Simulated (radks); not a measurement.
Task: Coherent X-ray form factor from a spherical all-electron density. Method: Dirac Kohn-Sham, PBEsol, spin-unpolarised, spherical densities, point nucleus; computed with a radial shooting solver on a logarithmic mesh with Libxc functionals.

sin(theta)/lambda (1/angstrom),f0 (electrons)
0.05,59.352
0.1,57.524
0.15,54.815
0.2,51.606
0.25,48.248
0.3,44.997
0.4,39.280
0.5,34.659
0.6,30.846
0.8,24.845
1,20.625
1.25,17.263
1.5,15.013
2,11.349

The species is in the configuration that NIST lists as its ground one. Which atom or ion scatters so?

Result: The europium ion Eu3+, [Xe] 4f6. Extrapolating in s^2 from the first two rows gives f0(0) = 60.0, near the electron count 60; among species with that count, the fall with angle is slower the higher Z, and the table is that of Z = 63; from so few rows the species is fixed only to a neighbour or two.
